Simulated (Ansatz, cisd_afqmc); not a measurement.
Species: Hg, charge 0, singlet.

Total energies in def2-SVP, 12 correlated electrons, 4 frozen orbitals. Open shells are spin-unrestricted; no spin-orbit coupling. Correlated methods leave the cores frozen (noble-gas shells, and filled d and f shells in the p block). Past Kr the def2 sets carry scalar-relativistic core potentials. AFQMC/CISD: phaseless, guided by CISD from CCSD amplitudes; bars are statistical, one sigma. Outlying blocks are dropped, and bars are widened where a walk drifts. Over all cases where full CI ran beside it in this data, AFQMC minus full CI had a median of +0.1 mEh and passed +0.4 mEh in a tenth of the cases.

```json
[
 {"method": "HF", "program": "Ansatz", "energy (Eh)": "-152.55040", "minus CCSDTQ (mEh)": "286.86"},
 {"method": "MP2", "program": "Ansatz", "energy (Eh)": "-152.85056", "minus CCSDTQ (mEh)": "-13.30"},
 {"method": "CCSD", "program": "Ansatz", "energy (Eh)": "-152.83275", "minus CCSDTQ (mEh)": "4.51"},
 {"method": "CCSD(T)", "program": "Ansatz", "energy (Eh)": "-152.83692", "minus CCSDTQ (mEh)": "0.34"},
 {"method": "CCSDT(Q)", "program": "Ansatz", "energy (Eh)": "-152.83732", "minus CCSDTQ (mEh)": "-0.06"},
 {"method": "CCSDTQ", "program": "Ansatz", "energy (Eh)": "-152.83726", "minus CCSDTQ (mEh)": "0.00"},
 {"method": "AFQMC/CISD", "program": "cisd_afqmc", "energy (Eh)": "-152.8374 ± 0.0002", "minus CCSDTQ (mEh)": "-0.1 ± 0.2"}
]
```

Ansatz is an electronic-structure program.
